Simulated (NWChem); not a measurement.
System: Te anion, doublet

Output (shortened):

```
             Northwest Computational Chemistry Package (NWChem) 7.3.0
             --------------------------------------------------------

                             Geometry "geometry" -> ""
                             -------------------------

 Output coordinates in angstroms (scale by  1.889725989 to convert to a.u.)

  No.       Tag          Charge          X              Y              Z
 ---- ---------------- ---------- -------------- -------------- --------------
    1 Te                  52.0000     0.00000000     0.00000000     0.00000000

 Effective nuclear repulsion energy (a.u.)       0.0000000000

                                 NWChem DFT Module
                                 -----------------

 Summary of "ao basis" -> "ao basis" (spherical)
 ------------------------------------------------------------------------------
       Tag                 Description            Shells   Functions and Types
 ---------------- ------------------------------  ------  ---------------------
 Te                        def2-svpd                13       35   5s5p3d

            General Information
            -------------------
          SCF calculation type: DFT
          Wavefunction type:  spin polarized.
          No. of atoms     :     1
          No. of electrons :    25
           Alpha electrons :    13
            Beta electrons :    12
          Charge           :    -1
          Spin multiplicity:     2
          Use of symmetry is: off; symmetry adaption is: off
          Maximum number of iterations: 150
          AO basis - number of functions:    35
                     number of shells:    13
          Convergence on energy requested:  1.00D-06
          Convergence on density requested:  1.00D-05
          Convergence on gradient requested:  5.00D-04

              XC Information
              --------------
                         SCAN Method XC Functional
                  SCAN metaGGA Exchange Functional  1.000
                        SCAN Correlation Potential  1.000

             Grid Information
             ----------------
          Grid used for XC integration:  medium
          Radial quadrature: Mura-Knowles
          Angular quadrature: Lebedev.
          Tag              B.-S. Rad. Rad. Pts. Rad. Cut. Ang. Pts.
          ---              ---------- --------- --------- ---------
          Te                  1.40      123          10.0       590
          Grid pruning is: on
          Number of quadrature shells:   123
          Spatial weights used:  Erf1

      Superposition of Atomic Density Guess
      -------------------------------------

 Sum of atomic energies:        -311.22162964

 Renormalizing density from      24.00 to     25

      Non-variational initial energy
      ------------------------------

 Total energy =    -269.196736
 1-e energy   =    -486.052129
 2-e energy   =     216.855393
 HOMO         =       0.111480
 LUMO         =       0.247899

     ---------------------------------------------
      Total Density - Mulliken Population Analysis
     ---------------------------------------------

    Atom       Charge   Shell Charges
 -----------   ------   -------------------------------------------------------
    1 Te  24    25.00   1.76  0.25  0.87  1.07  0.04  2.95  3.03  1.10  2.20  1.71  9.67  0.34 -0.01

     --------------------------------------------
      Spin Density - Mulliken Population Analysis
     --------------------------------------------

    Atom       Charge   Shell Charges
 -----------   ------   -------------------------------------------------------
    1 Te  24     1.00  -0.00  0.00  0.00  0.00  0.00 -0.01  0.02  0.21  0.44  0.34  0.00  0.00  0.00

   convergence    iter        energy       DeltaE   RMS-Dens  Diis-err
 ---------------- ----- ----------------- --------- --------- ---------
 d= 0,ls=0.0,diis     1   -267.8251254004 -2.68D+02  5.15D-02  5.63D-01
                                                     4.95D-02  5.05D-01
 d= 0,ls=0.5,diis     2   -267.8937287838 -6.86D-02  1.73D-02  4.14D-01
                                                     1.70D-02  3.58D-01
 d= 0,ls=0.5,diis     3   -268.0703551737 -1.77D-01  7.72D-03  7.14D-02
                                                     7.48D-03  6.08D-02
 d= 0,ls=0.5,diis     4   -268.1193110028 -4.90D-02  2.90D-03  1.50D-02
                                                     2.85D-03  1.32D-02
 d= 0,ls=0.5,diis     5   -268.1325404188 -1.32D-02  1.55D-03  4.63D-03
                                                     1.57D-03  4.21D-03
  Resetting Diis
 d= 0,ls=0.5,diis     6   -268.1372629641 -4.72D-03  1.24D-03  1.83D-03
                                                     1.33D-03  1.71D-03
 d= 0,ls=0.5,diis     7   -268.1395029558 -2.24D-03  1.31D-03  9.25D-04
                                                     1.31D-03  8.84D-04
 d= 0,ls=0.5,diis     8   -268.1410384883 -1.54D-03  7.91D-04  2.74D-04
                                                     8.04D-04  2.81D-04
 d= 0,ls=0.5,diis     9   -268.1415485080 -5.10D-04  6.31D-04  1.03D-04
                                                     6.58D-04  1.15D-04
 d= 0,ls=0.5,diis    10   -268.1417935176 -2.45D-04  4.84D-04  4.69D-05
                                                     5.19D-04  6.07D-05
 d= 0,ls=0.5,diis    11   -268.1419190064 -1.25D-04  2.98D-04  2.83D-05
                                                     3.41D-04  4.01D-05
 d= 0,ls=0.5,diis    12   -268.1419849021 -6.59D-05  1.77D-04  2.21D-05
                                                     2.28D-04  2.95D-05
 d= 0,ls=0.5,diis    13   -268.1420225429 -3.76D-05  1.10D-04  1.59D-05
                                                     1.64D-04  2.00D-05
 d= 0,ls=0.5,diis    14   -268.1420450024 -2.25D-05  7.16D-05  1.04D-05
                                                     1.22D-04  1.24D-05
 d= 0,ls=0.5,diis    15   -268.1420581591 -1.32D-05  5.06D-05  6.35D-06
                                                     9.13D-05  7.41D-06
 d= 0,ls=0.5,diis    16   -268.1420657988 -7.64D-06  3.71D-05  3.75D-06
                                                     6.76D-05  4.35D-06
 d= 0,ls=0.5,diis    17   -268.1420701875 -4.39D-06  2.74D-05  2.16D-06
                                                     5.03D-05  2.51D-06
 d= 0,ls=0.5,diis    18   -268.1420726821 -2.49D-06  2.03D-05  1.24D-06
                                                     3.78D-05  1.44D-06
 d= 0,ls=0.5,diis    19   -268.1420741007 -1.42D-06  1.52D-05  7.02D-07
                                                     2.84D-05  8.21D-07
 d= 0,ls=0.5,diis    20   -268.1420749059 -8.05D-07  1.13D-05  3.98D-07
                                                     2.14D-05  4.67D-07
 d= 0,ls=0.5,diis    21   -268.1420753624 -4.57D-07  8.47D-06  2.26D-07
                                                     1.61D-05  2.65D-07
 d= 0,ls=0.5,diis    22   -268.1420756213 -2.59D-07  6.32D-06  1.28D-07
                                                     1.21D-05  1.51D-07
 d= 0,ls=0.5,diis    23   -268.1420757682 -1.47D-07  4.74D-06  7.23D-08
                                                     9.14D-06  8.54D-08

         Total DFT energy =     -268.142075851567
      One electron energy =     -473.221394304615
           Coulomb energy =      226.094899622826
    Exchange-Corr. energy =      -21.015581169779
 Nuclear repulsion energy =        0.000000000000

 Numeric. integr. density =       25.000000032368

                    DFT Final Alpha Molecular Orbital Analysis
                    ------------------------------------------

 Vector   11  Occ=1.000000D+00  E=-2.841593D-02
              MO Center=  1.1D-09,  3.4D-09, -8.3D-10, r^2= 2.6D+00
   Bfn.  Coefficient  Atom+Function         Bfn.  Coefficient  Atom+Function
  ----- ------------  ---------------      ----- ------------  ---------------
    12      0.452337  1 Te px                15      0.422408  1 Te px
    13      0.336855  1 Te py                16      0.314565  1 Te py
     9     -0.179806  1 Te px                 6     -0.140585  1 Te px
    10     -0.133901  1 Te py                 7     -0.104694  1 Te py
    18      0.081110  1 Te px                14     -0.068832  1 Te pz

 Vector   12  Occ=1.000000D+00  E= 1.192053D-02
              MO Center= -2.0D-09,  7.6D-10,  1.7D-09, r^2= 3.0D+00
   Bfn.  Coefficient  Atom+Function         Bfn.  Coefficient  Atom+Function
  ----- ------------  ---------------      ----- ------------  ---------------
    14      0.522663  1 Te pz                17      0.493110  1 Te pz
    11     -0.209727  1 Te pz                 8     -0.163264  1 Te pz
    20      0.160374  1 Te pz                12      0.130708  1 Te px
    15      0.123319  1 Te px                13     -0.068725  1 Te py
    16     -0.064837  1 Te py                 9     -0.052449  1 Te px

 Vector   13  Occ=1.000000D+00  E= 1.192224D-02
              MO Center= -1.3D-10, -2.3D-09, -1.4D-09, r^2= 3.0D+00
   Bfn.  Coefficient  Atom+Function         Bfn.  Coefficient  Atom+Function
  ----- ------------  ---------------      ----- ------------  ---------------
    13      0.431938  1 Te py                16      0.407518  1 Te py
    12     -0.301547  1 Te px                15     -0.284500  1 Te px
    10     -0.173323  1 Te py                 7     -0.134925  1 Te py
    14      0.132205  1 Te pz                19      0.132544  1 Te py
    17      0.124733  1 Te pz                 9      0.121001  1 Te px

 Vector   14  Occ=0.000000D+00  E= 1.696676D-01
              MO Center= -2.6D-07,  2.6D-08, -1.7D-08, r^2= 9.7D+00
   Bfn.  Coefficient  Atom+Function         Bfn.  Coefficient  Atom+Function
  ----- ------------  ---------------      ----- ------------  ---------------
     5      1.871402  1 Te s                  4     -1.368652  1 Te s
     3     -0.120256  1 Te s                  2      0.114052  1 Te s
     1      0.109700  1 Te s

[...]
```

Level: SCAN/def2-SVPD with def2 effective core potentials on Te, spin-unrestricted. The open p shell is one determinant without spherical averaging. No stability test was run on the SCF state. The highest occupied level is positive, so the extra electron may be held by the finite basis. def2 effective core potentials on Te; no spin-orbit coupling.

Task: Which NWChem input produces such a log?

Result: One answer among several that fit: the input that was run:
```
start job
memory heap 200 mb stack 900 mb global 1100 mb
charge -1
geometry units angstroms noautoz
  Te     0.000000     0.000000     0.000000
end
basis spherical
  * library def2-svpd
end
ecp
  Te library def2-ecp
end
dft
  odft
  mult 2
  xc scan
  iterations 150
  mulliken
end
task dft energy
```
